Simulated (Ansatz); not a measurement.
Relative stability

Two isomers of LiBSiH5O (charge +1), singlet, relaxed at PBE0-D4/def2-TZVP (vibrations not checked).

A:

```tsv
atom	x (Å)	y (Å)	z (Å)
Li1	-2.5067	1.3672	-1.0332
B2	-0.6105	0.5845	-0.1659
O3	0.3690	1.3340	0.6751
Si4	0.1750	-1.2919	-0.3354
H5	1.1875	0.9315	1.0274
H6	0.2570	2.2621	0.9243
H7	1.4679	-1.3157	0.4299
H8	-0.7711	-2.2785	0.2444
H9	0.4320	-1.5932	-1.7665
```

B:

```csv
atom,x (Å),y (Å),z (Å)
Li1,-0.8478,-1.9744,-2.2100
Si2,0.1433,-1.4122,0.0650
O3,0.1672,0.4830,0.4692
B4,-0.2504,1.5725,-0.2820
H5,-0.5142,-1.7481,1.3646
H6,1.5901,-1.5717,0.4044
H7,0.5360,0.6927,1.3399
H8,-0.1238,2.6489,0.1970
H9,-0.7003,1.3093,-1.3481
```

Computed with Ansatz 0.2.0 (basis: def2-TZVPP); correlated methods freeze the cores. The outer core shell of Li, Na, Mg and K is correlated. B3LYP uses VWN-RPA correlation.

Q: Which structure is lower at CCSD(T), and by how much? (Judge from chemistry; the value comes from the calculation.)

A: By the calculation: B, by 2.306 eV (electronic energy, against the other). By their contacts, A is LiBSiH₅O ([Li][B]([OH2])[SiH3]), total charge +1 and B is LiBSiH₅O ([Li][SiH2][OH][BH2]), total charge +1.

All methods give the same order:

```csv
method,E(B) − E(A) (eV)
PBE-D4,-2.124
r2SCAN-D4,-2.225
PBE0-D4,-2.184
B3LYP-D4,-2.336
wB97M-V,-2.323
HF,-2.512
MP2,-2.401
CCSD,-2.336
CCSD(T),-2.306
```

No T1 diagnostic of these runs exceeds 0.013. The restricted Hartree–Fock reference is unstable towards an unrestricted one at one or more of these structures.

Labels in which every atom is bracketed show which atoms are joined, not bond orders.
